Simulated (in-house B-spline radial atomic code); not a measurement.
## Ionising B IV (B3+) with different functionals

Computed with a B-spline radial code for spherical atoms: scalar-relativistic (spin-free X2C) Hamiltonian, Fermi nucleus of rms radius 2.406 fm, spin-polarised at highest spin, spherical fractional occupations for the functionals, and exact exchange of hybrids averaged over the configuration. The ionisation energy is the difference of two self-consistent energies, 1s2 → 1s1, without Breit or QED terms; ε is the level of the shell that loses the electron (its least bound occupied spin orbital).

```json
{"method": "PBE0", "rung": "global hybrid", "ΔSCF (eV)": "258.90", "-ε(1s) (eV)": "238.65"}
{"method": "B3LYP", "rung": "global hybrid", "ΔSCF (eV)": "259.56", "-ε(1s) (eV)": "237.69"}
{"method": "TPSSh", "rung": "global hybrid", "ΔSCF (eV)": "259.58", "-ε(1s) (eV)": "236.17"}
{"method": "BHandHLYP", "rung": "global hybrid", "ΔSCF (eV)": "259.50", "-ε(1s) (eV)": "246.35"}
{"method": "r2SCAN0", "rung": "global hybrid", "ΔSCF (eV)": "259.43", "-ε(1s) (eV)": "240.86"}
{"method": "B97-1", "rung": "global hybrid", "ΔSCF (eV)": "259.59", "-ε(1s) (eV)": "237.83"}
{"method": "HSE06", "rung": "range-separated hybrid", "ΔSCF (eV)": "258.95", "-ε(1s) (eV)": "238.25"}
{"method": "wB97X", "rung": "range-separated hybrid", "ΔSCF (eV)": "260.07", "-ε(1s) (eV)": "240.06"}
{"method": "CAM-B3LYP", "rung": "range-separated hybrid", "ΔSCF (eV)": "259.26", "-ε(1s) (eV)": "239.58"}
{"method": "LC-wPBE", "rung": "range-separated hybrid", "ΔSCF (eV)": "258.90", "-ε(1s) (eV)": "237.46"}
```

Task: Among the functionals, which spreads more, the ΔSCF values or the orbital energies?

Result: The orbital energies: ΔSCF values span about 1.17 eV and the orbital energies 10.18 eV; here energy differences depend much less on the functional than eigenvalues do.

Task: How do they compare with the NIST value?

Result: NIST lists 259.374 eV (tabulated theory, ground level to ground level). Errors run from -0.48 to +0.69 eV; r2SCAN0 is closest (+0.06 eV), but part of that can be cancellation, since the calculations leave out Breit-QED terms.
